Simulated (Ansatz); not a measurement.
Mulliken charges of `C[O][Cu-][OH2+]` from B3LYP/def2-TZVPP in Ansatz (PBE0-D4/def2-TZVP geometry).

```tsv
atom	x (Å)	y (Å)	z (Å)	charge (e)
C1	-0.360	1.929	0.147	-0.032
O2	-0.258	0.890	-0.767	-0.527
Cu3	0.120	-0.777	-0.277	0.155
O4	0.524	-2.630	0.120	-0.237
H5	-0.602	2.861	-0.388	0.071
H6	-1.155	1.784	0.898	0.055
H7	0.572	2.122	0.706	0.055
H8	-0.176	-3.237	-0.143	0.230
H9	1.336	-2.940	-0.296	0.230
```

Task: By hand: the dipole of these point charges (1 e Å = 4.8032 D).

Result: Σ q r = (0.234, -1.031, 0.288) e Å, of length 1.096 e Å = 5.26 D.

Task: How does the dipole of the full density compare? (An estimate is asked.)

Result: Computed: (0.289, -1.393, 0.145) e Å, 6.87 D; the point charges give 0.77 times that, at 9° from its direction.

Point charges leave out the atoms' own dipoles, such as those of lone pairs, and Mulliken's split depends on the basis, so the two needn't agree.

B3LYP here is the variant with VWN-RPA as its local correlation; programs differ in this.
